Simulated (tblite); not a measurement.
Parent: `[CH3:1][S:2][c:3]1[cH:4][n:5][cH:6][n:7][n:8]1` with C1–S2–C3–C4 180°, C4H5N3S.

Structures optimised with GFN2-xTB, isolated species. One conformer each, not checked by frequencies here.

| coordinate of the parent | value |
| --- | --- |
| C1–S2 | 1.813 Å |
| S2–C3 | 1.736 Å |
| C3–C4 | 1.411 Å |
| C4–N5 | 1.308 Å |
| N5–C6 | 1.338 Å |
| C6–N7 | 1.312 Å |
| N7–N8 | 1.304 Å |
| C3–N8 | 1.328 Å |
| C1–S2–C3 | 100.0° |
| S2–C3–C4 | 121.1° |
| S2–C3–N8 | 118.8° |
| C4–C3–N8 | 120.2° |
| C3–C4–N5 | 119.9° |
| C4–N5–C6 | 115.8° |
| N5–C6–N7 | 125.6° |
| C6–N7–N8 | 119.4° |
| C3–N8–N7 | 119.1° |

Problem. How does the shared frame change in `[CH3:1][S:2][c:3]1[cH:4][n:5][c:6]([CH3:7])[n:8][n:9]1` with C1–S2–C3–C4 180°, C5H7N3S? Atoms pair as C1 = C1, S2 = S2, C3 = C3, C4 = C4, N5 = N5, C6 = C6, N7 = N8, N8 = N9 (parent first).

Solution. 
| parent | relative | value in the relative | change |
| --- | --- | --- | --- |
| C1–S2 | C1–S2 | 1.814 Å | +0.001 |
| S2–C3 | S2–C3 | 1.739 Å | +0.003 |
| C3–C4 | C3–C4 | 1.409 Å | -0.002 |
| C4–N5 | C4–N5 | 1.307 Å | -0.001 |
| N5–C6 | N5–C6 | 1.345 Å | +0.007 |
| C6–N7 | C6–N8 | 1.319 Å | +0.007 |
| N7–N8 | N8–N9 | 1.303 Å | -0.001 |
| C3–N8 | C3–N9 | 1.326 Å | -0.002 |
| C1–S2–C3 | C1–S2–C3 | 100.0° | 0.0 |
| S2–C3–C4 | S2–C3–C4 | 121.3° | +0.2 |
| S2–C3–N8 | S2–C3–N9 | 118.7° | -0.1 |
| C4–C3–N8 | C4–C3–N9 | 120.0° | -0.2 |
| C3–C4–N5 | C3–C4–N5 | 119.9° | 0.0 |
| C4–N5–C6 | C4–N5–C6 | 116.6° | +0.8 |
| N5–C6–N7 | N5–C6–N8 | 124.0° | -1.6 |
| C6–N7–N8 | C6–N8–N9 | 120.1° | +0.7 |
| C3–N8–N7 | C3–N9–N8 | 119.3° | +0.2 |

Of the parent's bonds, N5–C6 and C6–N7 change most and about equally (+0.007 Å). Bonds of the relative outside the shared frame: C6–C7 1.488 Å.

Problem. How does the shared frame change in `[F:1][C:2]([F:3])([F:4])[c:5]1[cH:6][n:7][cH:8][n:9][n:10]1`, C4H2F3N3? Atoms pair as C3 = C5, C4 = C6, N5 = N7, C6 = C8, N7 = N9, N8 = N10 (parent first).

Solution. 
```json
{"parent": "C3–C4", "relative": "C5–C6", "value in the relative": "1.400 Å", "change": "-0.011"}
{"parent": "C4–N5", "relative": "C6–N7", "value in the relative": "1.317 Å", "change": "+0.009"}
{"parent": "N5–C6", "relative": "N7–C8", "value in the relative": "1.329 Å", "change": "-0.009"}
{"parent": "C6–N7", "relative": "C8–N9", "value in the relative": "1.320 Å", "change": "+0.008"}
{"parent": "N7–N8", "relative": "N9–N10", "value in the relative": "1.295 Å", "change": "-0.009"}
{"parent": "C3–N8", "relative": "C5–N10", "value in the relative": "1.323 Å", "change": "-0.005"}
{"parent": "C4–C3–N8", "relative": "C6–C5–N10", "value in the relative": "120.9°", "change": "+0.7"}
{"parent": "C3–C4–N5", "relative": "C5–C6–N7", "value in the relative": "119.2°", "change": "-0.7"}
{"parent": "C4–N5–C6", "relative": "C6–N7–C8", "value in the relative": "115.9°", "change": "+0.1"}
{"parent": "N5–C6–N7", "relative": "N7–C8–N9", "value in the relative": "125.7°", "change": "+0.1"}
{"parent": "C6–N7–N8", "relative": "C8–N9–N10", "value in the relative": "119.0°", "change": "-0.4"}
{"parent": "C3–N8–N7", "relative": "C5–N10–N9", "value in the relative": "119.2°", "change": "+0.1"}
```

Of the parent's bonds, C3–C4 changes most (-0.011 Å). Bonds of the relative outside the shared frame: F1–C2 1.343, C2–F3 1.344, C2–F4 1.328, C2–C5 1.510 Å. Point group Cs → C1.

Problem. How does the shared frame change in `[CH3:1][S:2][c:3]1[cH:4][n:5][c:6]([S:7][CH3:8])[n:9][n:10]1` with C1–S2–C3–C4 180°, N5–C6–S7–C8 0°, C5H7N3S2? Atoms pair as C1 = C1, S2 = S2, C3 = C3, C4 = C4, N5 = N5, C6 = C6, N7 = N9, N8 = N10 (parent first).

Solution. 
```csv
parent,relative,value in the relative,change
C1–S2,C1–S2,1.813 Å,0.000
S2–C3,S2–C3,1.739 Å,+0.003
C3–C4,C3–C4,1.408 Å,-0.003
C4–N5,C4–N5,1.307 Å,-0.001
N5–C6,N5–C6,1.345 Å,+0.007
C6–N7,C6–N9,1.324 Å,+0.012
N7–N8,N9–N10,1.296 Å,-0.008
C3–N8,C3–N10,1.330 Å,+0.002
C1–S2–C3,C1–S2–C3,100.1°,+0.1
S2–C3–C4,S2–C3–C4,121.1°,0.0
S2–C3–N8,S2–C3–N10,118.8°,0.0
C4–C3–N8,C4–C3–N10,120.0°,-0.2
C3–C4–N5,C3–C4–N5,120.1°,+0.2
C4–N5–C6,C4–N5–C6,116.0°,+0.2
N5–C6–N7,N5–C6–N9,125.1°,-0.5
C6–N7–N8,C6–N9–N10,119.1°,-0.3
C3–N8–N7,C3–N10–N9,119.7°,+0.6
```

Of the parent's bonds, C6–N7 changes most (+0.012 Å). Bonds of the relative outside the shared frame: C6–S7 1.735, S7–C8 1.818 Å. Point group Cs → Cs.

Problem. How does the shared frame change in `[cH:1]1[n:2][cH:3][c:4]([CH:5]2[CH2:6][CH2:7]2)[n:8][n:9]1` with C3–C4–C5–C6 -146°, C6H7N3? Atoms pair as C3 = C4, C4 = C3, N5 = N2, C6 = C1, N7 = N9, N8 = N8 (parent first).

Solution. 
```json
{"parent": "C3–C4", "relative": "C4–C3", "value in the relative": "1.407 Å", "change": "-0.004"}
{"parent": "C4–N5", "relative": "C3–N2", "value in the relative": "1.315 Å", "change": "+0.007"}
{"parent": "N5–C6", "relative": "N2–C1", "value in the relative": "1.332 Å", "change": "-0.006"}
{"parent": "C6–N7", "relative": "C1–N9", "value in the relative": "1.315 Å", "change": "+0.003"}
{"parent": "N7–N8", "relative": "N9–N8", "value in the relative": "1.300 Å", "change": "-0.004"}
{"parent": "C3–N8", "relative": "C4–N8", "value in the relative": "1.331 Å", "change": "+0.003"}
{"parent": "C4–C3–N8", "relative": "C3–C4–N8", "value in the relative": "119.0°", "change": "-1.2"}
{"parent": "C3–C4–N5", "relative": "C4–C3–N2", "value in the relative": "120.8°", "change": "+0.9"}
{"parent": "C4–N5–C6", "relative": "C3–N2–C1", "value in the relative": "115.5°", "change": "-0.3"}
{"parent": "N5–C6–N7", "relative": "N2–C1–N9", "value in the relative": "125.5°", "change": "-0.1"}
{"parent": "C6–N7–N8", "relative": "C1–N9–N8", "value in the relative": "119.2°", "change": "-0.2"}
{"parent": "C3–N8–N7", "relative": "C4–N8–N9", "value in the relative": "120.0°", "change": "+0.9"}
```

Of the parent's bonds, C4–N5 and N5–C6 change most and about equally (-0.006 to +0.007 Å). Bonds of the relative outside the shared frame: C4–C5 1.464, C5–C6 1.511, C6–C7 1.485, C5–C7 1.511 Å. Point group Cs → Cs.

These are computed values.
